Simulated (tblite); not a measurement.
Species: C7H16Ge.
Cartesian coordinates in Å at the GFN2-xTB level; atoms count from 1:
```
atom  x, y, z in Å
C1    -2.9596   -0.2846    0.4566
C2    -1.9405    0.2770   -0.5288
C3    -0.4966    0.2418   -0.0064
C4     0.3836    1.1708   -0.8525
C5     1.7204    1.5033   -0.1938
Ge6    2.7086   -0.1635    0.1779
C7     1.2966   -1.3651    0.8513
C8     0.0422   -1.1935   -0.0022
H9    -3.9664   -0.1665    0.0620
H10   -2.9001    0.2431    1.4065
H11   -2.7943   -1.3429    0.6426
H12   -1.9959   -0.2763   -1.4694
H13   -2.2116    1.3137   -0.7432
H14   -0.4987    0.6175    1.0243
H15   -0.1581    2.1034   -1.0392
H16    0.5611    0.7021   -1.8248
H17    1.5394    2.0329    0.7439
H18    2.2867    2.1791   -0.8356
H19    3.3214   -0.7149   -1.0831
H20    3.8417    0.0253    1.1540
H21    1.0684   -1.1132    1.8889
H22    1.6090   -2.4100    0.8395
H23    0.2614   -1.4904   -1.0323
H24   -0.7306   -1.8694    0.3712
```

Level: GFN2-xTB in tblite, geometry and Hessian alike; calculated harmonic values, unscaled, isolated species. Against measured fundamentals such values can be off by several per cent, at times by over 20. Modes of hydrogen on germanium can be 10 to 20 % off. One conformer, not necessarily the lowest.

Harmonic wavenumbers (cm⁻¹): 59.2, 82.5, 148.8, 177.5, 217.5, 235.3, 269.7, 363.0, 376.7, 415.2, 460.0, 513.2, 550.2, 579.9, 598.6, 640.2, 761.9, 767.4, 810.7, 841.0, 885.5, 902.3, 942.8, 993.1, 1008.4, 1056.2, 1067.9, 1079.8, 1095.2, 1118.4, 1132.6, 1185.4, 1192.5, 1214.7, 1254.3, 1272.4, 1284.6, 1292.1, 1324.1, 1350.8, 1364.3, 1372.2, 1418.9, 1461.8, 1463.7, 1484.7, 1496.9, 1501.6, 1505.1, 1511.8, 1927.6, 1995.9, 2909.3, 2932.0, 2940.3, 2948.5, 2951.3, 2956.3, 2960.6, 2964.6, 2970.6, 2973.7, 2977.7, 3026.7, 3031.0, 3040.5.

A = 3105, B = 740.8, C = 637.5 MHz; mass 174.046 u (most abundant isotopes); point group C1, symmetry number 1.

Question: Zero-point energy?

Answer: Half the sum of the wavenumbers: 45805 cm⁻¹ = 547.95 kJ/mol.

Question: Entropy at 273.15 K, 1 bar (ideal gas, RRHO, classical rotation)?

Answer: Translation 171.38, rotation 123.48, vibration 102.93: S = 397.8 J/(mol K).

Question: And Cp and H(273.15 K) − H(0)?

Answer: Cp = 159.04 J/(mol K), of which vibrations give 125.78 (their classical limit is 66 R = 548.8); H(273.15 K) − H(0) = 24.99 kJ/mol without the zero-point energy, 15.90 from vibrations.

Question: Which modes carry the vibrational entropy at 273.15 K?

Answer: 59.2 cm⁻¹: 18.04; 82.5 cm⁻¹: 15.31; 148.8 cm⁻¹: 10.55; 177.5 cm⁻¹: 9.17; 217.5 cm⁻¹: 7.62; 235.3 cm⁻¹: 7.04 J/(mol K); the other 60 give 35.20 together.

Question: What must be added to the electronic energy to get the Gibbs energy at 273.15 K and 1 bar?

Answer: ZPE + [H(273.15 K) − H(0)] − T·S = 547.95 + 24.99 − 108.66 = 464.28 kJ/mol.

Hindered rotation and anharmonicity are outside this model. Other conformers, if any are populated, would add a mixing term that is left out. The structure is chiral; the term R ln 2 for an equal mix with its mirror image is left out.

The run took 0.89 s of wall time on Arm Neoverse V2, one thread, no GPU, shared host. This covers the Hessian and the dipole derivatives.
